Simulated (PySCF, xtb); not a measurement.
In(Cl)2(SeH) (Cl2HInSe), SMILES [Cl][In]([Cl])[SeH].

xtb 6.7.1 with GFN2-xTB at its own geometry gives an orbital gap of 2.43 eV and a dipole moment of 0.95 D.

Coordinates come from a B3LYP-D3(BJ)/def2-SVP optimisation. The structure was generated by enumeration; whether it is a known compound was not checked. The def2 effective core potentials stand for the cores of In; spin–orbit coupling is left out. Other conformers were not sampled.

**Question.** What does PBE/def2-TZVP in PySCF give? (An estimate is asked for; the answer gives what the named calculation found.)

**Answer.** gap 3.14 eV (levels -6.78 and -3.64 eV), dipole 2.19 D.
